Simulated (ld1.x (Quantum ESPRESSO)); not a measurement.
## hydrogen: TM pseudisation with PW91, scalar-relativistic reference atom.

```json
{
  "Element": "hydrogen (H)",
  "Generator": "ld1.x (Quantum ESPRESSO) 7.5",
  "Type": "norm-conserving Troullier–Martins (Kleinman–Bylander form)",
  "Functional": "PW91",
  "Relativity": "scalar-relativistic",
  "Frozen core": "none",
  "Valence charge": "1",
  "Reference configuration": "1s0.75 (charge +0.25)",
  "Partial waves": "1s (bound): rc 0.85 bohr; 2p channel at -0.05 Ry: rc 0.85 bohr",
  "Local potential": "all-electron potential smoothed inside 0.75 bohr (lloc = -1)",
  "Core correction": "none"
}
```

Calculated quality:

```
Cutoffs needed           : 30 Ry and 55 Ry (the cutoffs (Ry, on a coarse ladder) from which the occupation-weighted sum of valence levels, in a spherical-Bessel basis at the reference potential, stays within 10 and 1 mRy of its value at 400 Ry)
Ghost test               : no extra level below or beside the all-electron valence levels (s, p, d, f tested) (spherical-Bessel basis up to 400 Ry, 20 bohr box)
Largest excitation error : +3.2 meV (all-electron minus pseudo) for 1s0.5, out of 2 test configurations
```

Generation and tests took about 0.37 s on one core of a shared server CPU.
